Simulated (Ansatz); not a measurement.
Harmonic frequencies (cm⁻¹) at PBE0-D4/def2-TZVP from Ansatz: 134, 289, 334, 613, 795, 1123, 1174, 1190, 1464, 1486, 1492, 1821, 3012, 3087, 3095.

Question: Which molecule is it?
A. `O=[CH][GeH3]`
B. `C[O][GeH]`
C. `[CH3][Ge][OH]`
D. `[NH2][Ge][OH]`

Answer: B.
